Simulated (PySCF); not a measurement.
Polarisability and C₆ of Ag (silver, neutral)

[Kr] 4d10 5s1, 2S determinant. Computed with PySCF 2.14 in aug-cc-pVDZ-PP with ECP28MDF, with a scalar-relativistic core potential. Coupled (time-dependent) response in atomic units; α is the mean over directions. A double-zeta set is small for polarisabilities.

| method | mean α (bohr³) | C₆ (like pair) | S(−4) |
| --- | --- | --- | --- |
| UHF | 82.40 | 665.2 | 6541 |
| PBE | 45.88 | 335.9 | 1622 |
| PBE0 | 50.69 | 374.6 | 2092 |
| M06-L | 48.91 | 368.9 | 1787 |

S(−4) is the Cauchy moment in α(ω) = α(0) + S(−4) ω² + …

Reference α: 55 ± 8 bohr³ (recommended; Schwerdtfeger and Nagle, table of static dipole polarizabilities (2023 update)). Published C₆: 341.0 (Gould and Bucko (2016)).

Hartree-Fock lies above the reference because it lacks correlation, which contracts the outer shell.

α(iu) at PBE0:

```csv
u (hartree),α(iu) (bohr³)
0,50.69
0.0500,46.05
0.100,36.78
0.200,22.43
0.300,15.21
0.500,9.115
0.750,6.208
1.00,4.770
1.50,3.205
2.00,2.307
3.00,1.332
5.00,0.5858
```

A single London oscillator, α(iu) = α/(1 + u²/ω²), gives C₆ = (3/4) ω α². Matching the computed C₆ needs ω = 4 × 374.6 / (3 × 50.69²) = 0.194 hartree.

Energies and moments cover only the electrons outside the core potential.
